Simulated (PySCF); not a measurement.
C3H9BrSi2.
InChI=1S/C3H9BrSi2/c1-2-5-3-6-4/h2H,1,3,5-6H2

Method: TDDFT B3LYP/def2-SVPD, vertical, gas phase, core orbitals frozen in the response in PySCF 2.14.0, density-fitted response routines. Isolated species at its PBE0-D3(BJ)/def2-SVP geometry (one conformer only). Relativistic effects, spin–orbit coupling among them, are left out although an element past zinc is present. Torsions of this conformer, `[CH2:1]=[CH:2][SiH2:3][CH2:4][SiH2:5][Br:6]`: C1–C2–Si3–C4 -122°, C2–Si3–C4–Si5 -77°, Si3–C4–Si5–Br6 66°.

**Question.** What does the calculation give for the low-lying excited states?

**Answer.** 

```csv
state,E (eV),λ (nm),ν̃ (cm⁻¹),f,"main configurations (H = HOMO, L = LUMO)"
S1,6.40,193.6,51640,0.0072,"H-1→L (56%), H→L (20%), H-1→L+1 (9%)"
S2,6.48,191.2,52300,0.0078,"H-2→L (62%), H-2→L+1 (30%)"
S3,6.56,188.9,52920,0.0022,"H-3→L (40%), H→L+1 (25%), H-1→L+1 (14%)"
S4,6.68,185.5,53920,0.019,"H-3→L (39%), H→L+1 (25%), H-1→L (22%)"
S5,6.72,184.5,54210,0.189,"H-1→L+1 (43%), H→L (35%)"
S6,6.74,184.0,54360,0.045,"H-2→L+1 (53%), H-2→L (31%)"
S7,6.97,178.0,56180,0.138,"H→L+1 (26%), H→L+2 (25%), H→L (19%)"
S8,7.14,173.6,57590,0.063,H→L+2 (68%)
S9,7.29,170.1,58810,0.011,"H-2→L+2 (46%), H→L+3 (31%), H→L+4 (16%)"
S10,7.30,169.8,58880,0.018,"H-2→L+2 (43%), H→L+3 (21%), H→L+4 (18%)"
```

Triplets (Tamm–Dancoff): T1 4.27 eV, H→L (80%); T2 6.03 eV, H-3→L (80%); T3 6.17 eV, H-1→L+1 (36%), H-2→L+1 (21%), H-1→L (16%); T4 6.18 eV, H-2→L+1 (51%), H-2→L (17%), H-1→L+1 (14%).

The lowest singlet comes at 194 nm (618 kJ/mol) in the vacuum ultraviolet; it is weak; its leading configuration is HOMO-1→LUMO (56%). The strongest level in the table is S5 at 6.72 eV (184 nm, f = 0.189). S9/S10 lie within about 0.01 eV of each other. Löwdin shares by element: HOMO carbon 67% or more, silicon 7% or more, bromine 6% (atoms not listed hold the other 21%); LUMO carbon 61% or more, silicon 9% or more, hydrogen 5% or more (atoms not listed hold the other 26%). Orbital energies (eV): HOMO-3 -8.71, HOMO-2 -8.06, HOMO-1 -8.05, HOMO -7.72, LUMO -0.81, LUMO+1 -0.35, LUMO+2 0.11. Weighted by f, the mean energy of these states is 6.87 eV. The listed states span 0.90 eV, and the widest gap between neighbours is 0.23 eV (S6 to S7). All these states lie below the vertical ionisation energy of 9.60 eV (ΔSCF). Only the lowest 10 singlets were computed, as vertical energies without vibronic structure.
